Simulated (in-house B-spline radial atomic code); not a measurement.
Results of a calculation; reference values are marked as such.
**Correlation energy from the adiabatic connection: ω²r²/2 − Z/r, ω = 0.0805, Z = 1**

Two electrons in a singlet, external potential ω²r²/2 − Z/r, ω = 0.0805, Z = 1 (atomic units). Full CI in B-splines (partial waves to l = 8, correlation up to 0.6 % small) with the density held fixed gives W(λ) = <V_ee>_λ − U, and E_c is the integral of W(λ) − W(0) from 0 to 1.

```csv
λ,W(λ) − W(0) (hartree)
0,0.00000
0.02,-0.00198
0.05,-0.00487
0.12,-0.01129
0.25,-0.02209
0.4,-0.03301
0.6,-0.04545
0.8,-0.05596
1,-0.06493
```

**Question.** Integrate the table by the trapezoid rule.

**Answer.** The strips give -0.00002, -0.00010, -0.00057, -0.00217, -0.00413, -0.00785, -0.01014, -0.01209, which sum to -0.03707 hartree. The direct value, W(1) − W(0) + T_c with T_c = 0.02774, is -0.03719; the curve is convex, so chords lie above it and the trapezoids fall short in size by 0.34 %.

**Question.** Now use only three numbers: W(0) = -0.44657, the initial slope W'(0) = -0.09997 (extrapolated from the first points) and the strong-coupling limit of the point-charge-plus-continuum model, W∞ = -0.6366. What do second-order theory and the interpolation W(λ) = W∞ + (W(0) − W∞)/√(1 + 2χλ) of Seidl, Perdew and Levy give?

**Answer.** Second order keeps the slope alone: E_c = W'(0)/2 = -0.04999, +34 % in size against -0.03719. Matching the slope fixes χ = W'(0)/(W∞ − W(0)) = -0.09997/(-0.19003) = 0.52607. Integrating, with s = √(1 + 2χ) = 1.432533, E_c = −(W(0) − W∞)(s − 1)/(s + 1) = −0.19003 × 0.432533/2.432533 = -0.03379 hartree, -9.1 % in size against the full result. At λ = 1 the formula gives W − W(0) = -0.05738 against -0.06493. Part of the miss can come from the model's W∞.
